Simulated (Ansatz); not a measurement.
The cluster Sn₂S₄. Total charge 0; quintet. Geometry PBE-D4/def2-SVP.

```xyz
6

Sn    0.214    0.564   -1.637
Sn   -0.214   -0.564    1.637
S     0.453   -1.742   -0.545
S    -0.453    1.742    0.545
S     2.217   -0.850    1.748
S    -2.217    0.850   -1.749
```

In the def2 sets Sn takes a core potential, while STO-3G treats all electrons; there is no spin–orbit coupling. At HF/def2-TZVP the charge 0 quintet is spin-contaminated (final ⟨S²⟩ up to 6.16, 6.00 for a pure state). At PBE0-D4/def2-TZVP a singlet of charge 0 lies 3.53 eV below the quintet, each at its own geometry. The structure comes from a short search, and lower isomers may exist.

Problem. Estimate the α-spin orbital energies around the gap (eV) in Ansatz with HF/STO-3G, HF/def2-TZVP, PBE-D4/def2-TZVP, r2SCAN-D4/def2-TZVP, B97M-V/def2-TZVP.

Solution. 
```json
{"orbital": "HOMO−13", "HF/STO-3G": "-12.60", "HF/def2-TZVP": "-16.96", "PBE-D4/def2-TZVP": "-11.93", "r2SCAN-D4/def2-TZVP": "-12.35", "B97M-V/def2-TZVP": "-12.09"}
{"orbital": "HOMO−12", "HF/STO-3G": "-11.76", "HF/def2-TZVP": "-16.19", "PBE-D4/def2-TZVP": "-11.47", "r2SCAN-D4/def2-TZVP": "-11.85", "B97M-V/def2-TZVP": "-11.64"}
{"orbital": "HOMO−11", "HF/STO-3G": "-9.61", "HF/def2-TZVP": "-13.48", "PBE-D4/def2-TZVP": "-8.94", "r2SCAN-D4/def2-TZVP": "-9.34", "B97M-V/def2-TZVP": "-9.22"}
{"orbital": "HOMO−10", "HF/STO-3G": "-9.33", "HF/def2-TZVP": "-13.26", "PBE-D4/def2-TZVP": "-8.47", "r2SCAN-D4/def2-TZVP": "-8.89", "B97M-V/def2-TZVP": "-8.74"}
{"orbital": "HOMO−9", "HF/STO-3G": "-8.80", "HF/def2-TZVP": "-12.68", "PBE-D4/def2-TZVP": "-8.33", "r2SCAN-D4/def2-TZVP": "-8.75", "B97M-V/def2-TZVP": "-8.62"}
{"orbital": "HOMO−8", "HF/STO-3G": "-8.24", "HF/def2-TZVP": "-12.02", "PBE-D4/def2-TZVP": "-7.69", "r2SCAN-D4/def2-TZVP": "-8.12", "B97M-V/def2-TZVP": "-8.03"}
{"orbital": "HOMO−7", "HF/STO-3G": "-7.55", "HF/def2-TZVP": "-11.49", "PBE-D4/def2-TZVP": "-7.55", "r2SCAN-D4/def2-TZVP": "-7.94", "B97M-V/def2-TZVP": "-7.85"}
{"orbital": "HOMO−6", "HF/STO-3G": "-7.41", "HF/def2-TZVP": "-11.25", "PBE-D4/def2-TZVP": "-7.42", "r2SCAN-D4/def2-TZVP": "-7.76", "B97M-V/def2-TZVP": "-7.71"}
{"orbital": "HOMO−5", "HF/STO-3G": "-7.21", "HF/def2-TZVP": "-11.06", "PBE-D4/def2-TZVP": "-7.02", "r2SCAN-D4/def2-TZVP": "-7.39", "B97M-V/def2-TZVP": "-7.30"}
{"orbital": "HOMO−4", "HF/STO-3G": "-6.32", "HF/def2-TZVP": "-10.52", "PBE-D4/def2-TZVP": "-6.89", "r2SCAN-D4/def2-TZVP": "-7.28", "B97M-V/def2-TZVP": "-7.19"}
{"orbital": "HOMO−3", "HF/STO-3G": "-6.07", "HF/def2-TZVP": "-10.39", "PBE-D4/def2-TZVP": "-6.54", "r2SCAN-D4/def2-TZVP": "-6.95", "B97M-V/def2-TZVP": "-6.79"}
{"orbital": "HOMO−2", "HF/STO-3G": "-5.92", "HF/def2-TZVP": "-9.75", "PBE-D4/def2-TZVP": "-6.00", "r2SCAN-D4/def2-TZVP": "-6.40", "B97M-V/def2-TZVP": "-6.28"}
{"orbital": "HOMO−1", "HF/STO-3G": "-5.42", "HF/def2-TZVP": "-9.61", "PBE-D4/def2-TZVP": "-5.96", "r2SCAN-D4/def2-TZVP": "-6.36", "B97M-V/def2-TZVP": "-6.24"}
{"orbital": "HOMO", "HF/STO-3G": "-5.02", "HF/def2-TZVP": "-9.44", "PBE-D4/def2-TZVP": "-5.96", "r2SCAN-D4/def2-TZVP": "-6.30", "B97M-V/def2-TZVP": "-6.16"}
{"orbital": "LUMO", "HF/STO-3G": "6.49", "HF/def2-TZVP": "0.72", "PBE-D4/def2-TZVP": "-2.50", "r2SCAN-D4/def2-TZVP": "-2.38", "B97M-V/def2-TZVP": "-2.39"}
{"orbital": "LUMO+1", "HF/STO-3G": "7.15", "HF/def2-TZVP": "1.24", "PBE-D4/def2-TZVP": "-2.08", "r2SCAN-D4/def2-TZVP": "-1.91", "B97M-V/def2-TZVP": "-1.94"}
{"orbital": "LUMO+2", "HF/STO-3G": "7.83", "HF/def2-TZVP": "1.26", "PBE-D4/def2-TZVP": "-1.98", "r2SCAN-D4/def2-TZVP": "-1.88", "B97M-V/def2-TZVP": "-1.89"}
{"orbital": "LUMO+3", "HF/STO-3G": "8.89", "HF/def2-TZVP": "2.02", "PBE-D4/def2-TZVP": "-1.26", "r2SCAN-D4/def2-TZVP": "-1.03", "B97M-V/def2-TZVP": "-1.07"}
{"orbital": "LUMO+4", "HF/STO-3G": "10.42", "HF/def2-TZVP": "2.37", "PBE-D4/def2-TZVP": "-1.23", "r2SCAN-D4/def2-TZVP": "-0.98", "B97M-V/def2-TZVP": "-1.01"}
{"orbital": "LUMO+5", "HF/STO-3G": "10.70", "HF/def2-TZVP": "2.68", "PBE-D4/def2-TZVP": "-0.67", "r2SCAN-D4/def2-TZVP": "-0.43", "B97M-V/def2-TZVP": "-0.48"}
{"orbital": "β HOMO", "HF/STO-3G": "-4.95", "HF/def2-TZVP": "-9.17", "PBE-D4/def2-TZVP": "-6.09", "r2SCAN-D4/def2-TZVP": "-6.25", "B97M-V/def2-TZVP": "-6.30"}
{"orbital": "β LUMO", "HF/STO-3G": "2.45", "HF/def2-TZVP": "-2.29", "PBE-D4/def2-TZVP": "-5.64", "r2SCAN-D4/def2-TZVP": "-5.68", "B97M-V/def2-TZVP": "-5.73"}
```
